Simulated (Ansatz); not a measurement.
Reaction (ligand exchange at the Si–S bond): `N[SiH2][SiH2]S` + HCl → `N[SiH2][SiH2]Cl` + H₂S

Calculated with Ansatz (gas phase, PBE0-D4/def2-TZVP geometries, no zero-point term in ΔE). CCSD(T)/CBS is the MP2 limit (def2-TZVPP, def2-QZVPP) plus CCSD(T) − MP2 in def2-TZVPP, frozen cores. This one scheme is used for every species. Functionals use def2-TZVPP. B3LYP here is the variant with VWN-RPA as its local correlation; programs differ in this. HSE06 is defined as in plane-wave codes. One conformer a species, not always the lowest.

```json
{"level": "LDA (SPW92)", "ΔE (kJ/mol)": "-31.5", "difference from CCSD(T)/CBS": "5.4"}
{"level": "PBE-D4", "ΔE (kJ/mol)": "-32.1", "difference from CCSD(T)/CBS": "4.8"}
{"level": "revPBE-D4", "ΔE (kJ/mol)": "-31.2", "difference from CCSD(T)/CBS": "5.7"}
{"level": "BLYP-D4", "ΔE (kJ/mol)": "-37.1", "difference from CCSD(T)/CBS": "-0.2"}
{"level": "r2SCAN-D4", "ΔE (kJ/mol)": "-36.4", "difference from CCSD(T)/CBS": "0.5"}
{"level": "B97M-V", "ΔE (kJ/mol)": "-37.9", "difference from CCSD(T)/CBS": "-1.0"}
{"level": "B3LYP-D4", "ΔE (kJ/mol)": "-38.3", "difference from CCSD(T)/CBS": "-1.4"}
{"level": "r2SCANh-D4", "ΔE (kJ/mol)": "-36.6", "difference from CCSD(T)/CBS": "0.3"}
{"level": "r2SCAN0-D4", "ΔE (kJ/mol)": "-36.9", "difference from CCSD(T)/CBS": "0.0"}
{"level": "HSE06-D4", "ΔE (kJ/mol)": "-33.7", "difference from CCSD(T)/CBS": "3.2"}
{"level": "BHLYP-D4", "ΔE (kJ/mol)": "-40.9", "difference from CCSD(T)/CBS": "-4.0"}
{"level": "CAM-B3LYP-D4", "ΔE (kJ/mol)": "-40.4", "difference from CCSD(T)/CBS": "-3.5"}
{"level": "ωB97X-V", "ΔE (kJ/mol)": "-38.8", "difference from CCSD(T)/CBS": "-1.9"}
{"level": "ωB97M-V", "ΔE (kJ/mol)": "-39.2", "difference from CCSD(T)/CBS": "-2.3"}
{"level": "B2PLYP", "ΔE (kJ/mol)": "-39.9", "difference from CCSD(T)/CBS": "-3.0"}
{"level": "PBE-QIDH", "ΔE (kJ/mol)": "-35.9", "difference from CCSD(T)/CBS": "1.0"}
{"level": "revPBE", "ΔE (kJ/mol)": "-34.9", "difference from CCSD(T)/CBS": "2.0"}
{"level": "BLYP", "ΔE (kJ/mol)": "-41.0", "difference from CCSD(T)/CBS": "-4.1"}
{"level": "r2SCAN", "ΔE (kJ/mol)": "-37.0", "difference from CCSD(T)/CBS": "-0.1"}
{"level": "PBE0", "ΔE (kJ/mol)": "-35.4", "difference from CCSD(T)/CBS": "1.5"}
{"level": "B3LYP", "ΔE (kJ/mol)": "-41.4", "difference from CCSD(T)/CBS": "-4.5"}
{"level": "r2SCANh", "ΔE (kJ/mol)": "-37.2", "difference from CCSD(T)/CBS": "-0.3"}
{"level": "r2SCAN0", "ΔE (kJ/mol)": "-37.5", "difference from CCSD(T)/CBS": "-0.6"}
{"level": "BHLYP", "ΔE (kJ/mol)": "-43.8", "difference from CCSD(T)/CBS": "-6.9"}
{"level": "LC-ωPBE", "ΔE (kJ/mol)": "-36.8", "difference from CCSD(T)/CBS": "0.1"}
{"level": "RPA@PBE/def2-TZVPP", "ΔE (kJ/mol)": "-36.5", "difference from CCSD(T)/CBS": "0.4"}
{"level": "HF/def2-SVP", "ΔE (kJ/mol)": "-47.1", "difference from CCSD(T)/CBS": "-10.2"}
{"level": "MP2/def2-SVP", "ΔE (kJ/mol)": "-35.8", "difference from CCSD(T)/CBS": "1.1"}
{"level": "CCSD/def2-SVP", "ΔE (kJ/mol)": "-37.7", "difference from CCSD(T)/CBS": "-0.8"}
{"level": "CCSD(T)/def2-SVP", "ΔE (kJ/mol)": "-36.3", "difference from CCSD(T)/CBS": "0.6"}
{"level": "HF/def2-TZVPP", "ΔE (kJ/mol)": "-48.6", "difference from CCSD(T)/CBS": "-11.7"}
{"level": "MP2/def2-TZVPP", "ΔE (kJ/mol)": "-36.0", "difference from CCSD(T)/CBS": "0.9"}
{"level": "SCS-MP2/def2-TZVPP", "ΔE (kJ/mol)": "-38.6", "difference from CCSD(T)/CBS": "-1.7"}
{"level": "CCSD/def2-TZVPP", "ΔE (kJ/mol)": "-37.7", "difference from CCSD(T)/CBS": "-0.8"}
{"level": "CCSD(T)/def2-TZVPP", "ΔE (kJ/mol)": "-35.8", "difference from CCSD(T)/CBS": "1.1"}
{"level": "HF/def2-QZVPP", "ΔE (kJ/mol)": "-49.2", "difference from CCSD(T)/CBS": "-12.3"}
{"level": "MP2/def2-QZVPP", "ΔE (kJ/mol)": "-36.8", "difference from CCSD(T)/CBS": "0.1"}
{"level": "SCS-MP2/def2-QZVPP", "ΔE (kJ/mol)": "-39.4", "difference from CCSD(T)/CBS": "-2.5"}
{"level": "HF/CBS(def2)", "ΔE (kJ/mol)": "-49.3", "difference from CCSD(T)/CBS": "-12.4"}
{"level": "CCSD/CBS(def2)", "ΔE (kJ/mol)": "-38.8", "difference from CCSD(T)/CBS": "-1.9"}
{"level": "CCSD(T)/CBS", "ΔE (kJ/mol)": "-36.9", "difference from CCSD(T)/CBS": "0"}
```

Largest T1 diagnostic among the species: 0.011.

Leaving LDA and LC-ωPBE aside and taking each functional with its dispersion term where it has one, the values spread over 9.7 kJ/mol, from BHLYP-D4 to revPBE-D4. The D4 term adds +3.1 kJ/mol with B3LYP and +1.7 kJ/mol with PBE0; it sums over pairs of atoms, weighted by their polarisabilities, and B3LYP, whose exchange is more repulsive, gets the larger term.

CCSD(T)/CBS has its own doubt, a few kJ/mol and more with outer-core shells, so smaller differences from it don't rank the levels.
